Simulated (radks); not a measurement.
Spherical quantum dot in the effective-mass picture: electrons in a parabolic well V = omega^2 r^2 / 2 with omega = 0.124, all in effective atomic units (hartree* = m*/eps^2 hartree, bohr* = eps/m* bohr), one dielectric constant everywhere. Method: non-relativistic Kohn-Sham, LDA (Slater exchange, Perdew-Wang correlation), spin-polarised, spherical densities; computed with a radial shooting solver with Libxc functionals. Levels are named by radial order and angular momentum (1s, 1p, 1d, 2s, ...), and open shells are averaged over m. Results are scaled to m* = 0.056 and eps = 15.1, for which hartree* = 6.683 meV and bohr* = 14.27 nm.

N = 7, configuration 1s2 1p(up 3, down 2). This is the lowest configuration that the search found. Occupied and some empty levels:

level,occupation,eigenvalue (meV),<r> (nm)
1s up,1,8.1942,73.39
1s down,1,8.2419,73.44
1p up,3,8.5211,86.09
1p down,2,8.5684,86.50
1d up,0,8.9413,95.66
1d down,0,8.9846,96.16
2s up,0,9.1705,80.08
2s down,0,9.2016,80.22
1f up,0,9.4300,103.7
1f down,0,9.4683,104.2

Energy (meV): total 35.6163, kinetic 3.3097, external 13.187, Hartree 25.403, exchange-correlation -6.2833.

Electron density:

r (nm),n(r) (e/nm^3)
7.80,8.931e-07
16.5,9.897e-07
25.2,1.138e-06
33.8,1.312e-06
42.5,1.477e-06
51.2,1.597e-06
59.9,1.636e-06
68.6,1.574e-06
77.3,1.407e-06
86.0,1.158e-06
94.6,8.694e-07
103,5.909e-07
112,3.611e-07
121,1.976e-07
129,9.683e-08
138,4.237e-08
147,1.673e-08
155,5.862e-09
164,1.846e-09
173,5.224e-10
